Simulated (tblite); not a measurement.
A geometry optimisation, step by step.

C4H5BO3Se.
Bonds: O1–B2, B2–O3, B2–C4, C4–C5 (aromatic), C5–Se6 (aromatic), Se6–C7 (aromatic), C7–O8, C7–C9 (aromatic), C4–C9 (aromatic). Hydrogens: H10 on O1; H11 on O3; H12 on C5; H13 on O8; H14 on C9.

Computed with GFN2-xTB (tblite), gas phase: L-BFGS steps from a force-field or distance-geometry start until the largest atomic force falls under 0.01 eV/Å. 5 of its 107 geometries are shown.

Step 0: E = -753.8122 eV, largest atomic force 5.393 eV/Å
```
atom  x, y, z in Å  |  force x, y, z in eV/Å
O1     -2.657    0.254   -0.897    1.792  -0.660   1.503
B2     -1.731    0.371    0.208   -0.776   2.393  -1.627
O3     -1.870    1.559    1.048    0.547  -1.043  -1.566
C4     -0.313   -0.393    0.140   -4.815  -1.976   0.290
C5     -0.314   -1.760    0.043    2.030   0.458  -0.137
Se6     1.658   -2.152   -0.008   -0.912  -1.790  -0.131
C7      2.030   -0.366    0.137    1.529   0.931  -0.022
O8      3.314    0.243    0.189   -1.476  -0.229  -1.008
C9      0.845    0.270    0.200    2.423   4.807   0.330
H10    -2.429   -0.449   -1.546   -0.280   0.724   0.854
H11    -1.589    2.391    0.605   -0.622  -1.187   0.491
H12    -1.195   -2.415   -0.013    1.125   0.230   0.077
H13     3.404    1.044   -0.417   -0.527  -1.371   1.039
H14     0.847    1.401    0.290   -0.038  -1.286  -0.091
```

Step 26: E = -755.7109 eV, largest atomic force 0.282 eV/Å
```
atom  x, y, z in Å  |  force x, y, z in eV/Å
O1     -2.650    0.352   -0.779    0.009  -0.060   0.036
B2     -1.598    0.565    0.059    0.028  -0.056  -0.002
O3     -1.603    1.689    0.804    0.023  -0.120   0.041
C4     -0.300   -0.327    0.123   -0.021   0.017  -0.139
C5     -0.170   -1.678    0.045   -0.008   0.035  -0.078
Se6     1.615   -2.237   -0.025   -0.004  -0.109   0.033
C7      2.045   -0.428    0.074   -0.046   0.026  -0.133
O8      3.340   -0.037   -0.004   -0.015  -0.048   0.056
C9      0.949    0.363    0.139   -0.034   0.032   0.174
H10    -2.595   -0.410   -1.351   -0.020  -0.063   0.027
H11    -2.399    2.199    0.678   -0.184   0.213   0.021
H12    -0.957   -2.410    0.020   -0.012   0.036   0.019
H13     3.349    0.925   -0.053    0.164   0.068   0.037
H14     0.974    1.433    0.248    0.121   0.029  -0.092
```

Step 53: E = -755.7805 eV, largest atomic force 0.059 eV/Å
```
atom  x, y, z in Å  |  force x, y, z in eV/Å
O1     -2.719    0.183   -0.653   -0.007   0.018  -0.003
B2     -1.618    0.603    0.032   -0.011  -0.040   0.012
O3     -1.708    1.731    0.765    0.040  -0.033  -0.028
C4     -0.259   -0.196    0.006   -0.004   0.009   0.021
C5     -0.193   -1.555   -0.058   -0.016   0.013   0.014
Se6     1.552   -2.219   -0.032   -0.010  -0.019  -0.023
C7      2.073   -0.428    0.044   -0.003   0.009  -0.011
O8      3.398   -0.148    0.068    0.005   0.002   0.020
C9      1.023    0.428    0.064    0.003   0.016   0.005
H10    -2.605   -0.604   -1.182   -0.027  -0.005   0.023
H11    -2.576    2.136    0.745   -0.010   0.014  -0.021
H12    -1.027   -2.234   -0.075    0.007  -0.015  -0.019
H13     3.528    0.804    0.141    0.013   0.009  -0.001
H14     1.129    1.498    0.112    0.018   0.023   0.011
```

Step 80: E = -755.8017 eV, largest atomic force 0.073 eV/Å
```
atom  x, y, z in Å  |  force x, y, z in eV/Å
O1     -2.820    0.075   -0.346   -0.003   0.007  -0.019
B2     -1.615    0.593    0.020   -0.001   0.019  -0.047
O3     -1.588    1.873    0.449    0.042  -0.007   0.054
C4     -0.259   -0.207   -0.041   -0.005   0.026  -0.005
C5     -0.164   -1.550   -0.249   -0.043   0.025  -0.009
Se6     1.587   -2.188   -0.232   -0.029  -0.055  -0.038
C7      2.074   -0.412    0.070    0.007  -0.027   0.024
O8      3.396   -0.142    0.191    0.009   0.039  -0.022
C9      1.011    0.424    0.137    0.020  -0.012   0.024
H10    -2.818   -0.814   -0.695    0.013  -0.025   0.035
H11    -2.450    2.290    0.477   -0.006  -0.008  -0.027
H12    -0.981   -2.232   -0.406    0.002  -0.035   0.017
H13     3.531    0.808    0.282   -0.001   0.031   0.031
H14     1.096    1.481    0.320   -0.002   0.021  -0.017
```

Step 106: E = -755.8071 eV, largest atomic force 0.009 eV/Å
```
atom  x, y, z in Å  |  force x, y, z in eV/Å
O1     -2.836    0.047   -0.211    0.008  -0.005  -0.001
B2     -1.610    0.597    0.009    0.000   0.005   0.004
O3     -1.552    1.913    0.310    0.001  -0.006   0.002
C4     -0.260   -0.208   -0.066    0.002   0.003   0.001
C5     -0.161   -1.540   -0.336    0.001   0.001  -0.001
Se6     1.593   -2.175   -0.342   -0.002   0.006   0.004
C7      2.074   -0.414    0.059   -0.003  -0.006  -0.004
O8      3.390   -0.132    0.214    0.002  -0.007   0.000
C9      1.008    0.415    0.155    0.000  -0.001  -0.002
H10    -2.852   -0.884   -0.423   -0.002   0.003   0.001
H11    -2.412    2.335    0.341   -0.004   0.003  -0.004
H12    -0.970   -2.222   -0.533    0.000   0.000  -0.002
H13     3.501    0.803    0.424    0.001   0.008  -0.001
H14     1.087    1.465    0.378   -0.003  -0.004   0.002
```

**Question.** Summarise the path.

**Answer.** The energy falls by 192.47 kJ/mol from step 0 to step 106; nine tenths of that is first reached at step 17. It falls at every step. The largest force goes from 5.393 to 0.009 eV/Å. Among the bonds C5–Se6 changes most, from 2.011 to 1.866 Å; the atoms move by 0.633 Å rms after alignment.

**Question.** Follow the three bonds and two angles with the largest change from start to end.

**Answer.** 
| step | E above end (kJ/mol) | largest force (eV/Å) | C5–Se6 (Å) | B2–O3 (Å) | C4–C9 (Å) | Se6–C5–H12 (°) | C4–C5–Se6 (°) |
| --- | --- | --- | --- | --- | --- | --- | --- |
| 0 | 192.47 | 5.393 | 2.011 | 1.461 | 1.336 | 131.9 | 101.3 |
| 5 | 72.06 | 0.782 | 1.860 | 1.360 | 1.413 | 124.3 | 113.2 |
| 9 | 57.56 | 0.550 | 1.871 | 1.364 | 1.431 | 119.2 | 113.4 |
| 14 | 32.05 | 1.692 | 1.848 | 1.354 | 1.439 | 118.1 | 114.5 |
| 18 | 15.82 | 0.465 | 1.880 | 1.348 | 1.428 | 117.4 | 113.1 |
| 23 | 11.36 | 0.369 | 1.868 | 1.353 | 1.430 | 119.2 | 113.1 |
| 28 | 8.03 | 0.193 | 1.881 | 1.346 | 1.424 | 119.6 | 113.1 |
| 32 | 5.95 | 0.193 | 1.863 | 1.351 | 1.429 | 120.9 | 113.5 |
| 37 | 3.95 | 0.153 | 1.877 | 1.347 | 1.429 | 118.6 | 113.9 |
| 41 | 3.23 | 0.132 | 1.863 | 1.350 | 1.430 | 119.4 | 113.7 |
| 46 | 2.84 | 0.062 | 1.869 | 1.347 | 1.429 | 120.0 | 113.5 |
| 51 | 2.65 | 0.059 | 1.864 | 1.348 | 1.428 | 120.1 | 113.5 |
| 55 | 2.51 | 0.047 | 1.869 | 1.348 | 1.427 | 119.9 | 113.6 |
| 60 | 2.33 | 0.071 | 1.865 | 1.348 | 1.428 | 119.7 | 113.5 |
| 65 | 1.80 | 0.084 | 1.868 | 1.349 | 1.427 | 120.2 | 113.9 |
| 69 | 1.40 | 0.088 | 1.864 | 1.350 | 1.430 | 119.8 | 113.3 |
| 74 | 1.01 | 0.068 | 1.867 | 1.350 | 1.430 | 119.2 | 113.8 |
| 78 | 0.74 | 0.133 | 1.861 | 1.354 | 1.430 | 119.8 | 113.6 |
| 83 | 0.26 | 0.068 | 1.867 | 1.350 | 1.430 | 119.3 | 113.6 |
| 88 | 0.08 | 0.034 | 1.865 | 1.351 | 1.429 | 119.3 | 113.6 |
| 92 | 0.04 | 0.024 | 1.866 | 1.351 | 1.429 | 119.4 | 113.6 |
| 97 | 0.02 | 0.014 | 1.866 | 1.351 | 1.429 | 119.4 | 113.6 |
| 101 | 0.01 | 0.013 | 1.865 | 1.350 | 1.429 | 119.5 | 113.6 |
| 106 | 0.00 | 0.009 | 1.866 | 1.351 | 1.429 | 119.4 | 113.6 |

What follows is the cost of the whole relaxation. Hardware: Arm Neoverse N1, one thread, no GPU, on a shared host. Cost: 1.2 s.
